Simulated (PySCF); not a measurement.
Isomers of C2H6N2. Isolated molecules, 0 K electronic values unless said otherwise. One relaxed conformer stands for each flexible species; it need not be the lowest. Strings in code marks are SMILES.

Level of theory: TPSSh-D3(BJ)/def2-TZVP // B3LYP-D3(BJ)/def2-TZVP (PySCF 2.14.0). All candidates: neutral, multiplicity 1. Delta-SCF ions had no search for a lower state. Excitations are Tamm–Dancoff values on a coarser integration grid. The basis has no diffuse functions, so Rydberg states are missing or too high.

```yaml
vertical ionisation energy (Delta-SCF): 7.72 eV
T1 excitation (TDA): 4.31 eV
S1 excitation (TDA): 5.29 eV
```

Question: Name which member has these values.
A. `C1NCN1`
B. `C=C(N)N`
C. `C/N=C\N`
D. `[H]/N=C(/C)N`

Answer: B, `C=C(N)N`. The others give `[H]/N=C(/C)N`: 9.12 eV, 4.94 eV, 6.19 eV; `C/N=C\N`: 8.88 eV, 4.71 eV, 6.01 eV; `C1NCN1`: 8.13 eV, 5.42 eV, 5.68 eV
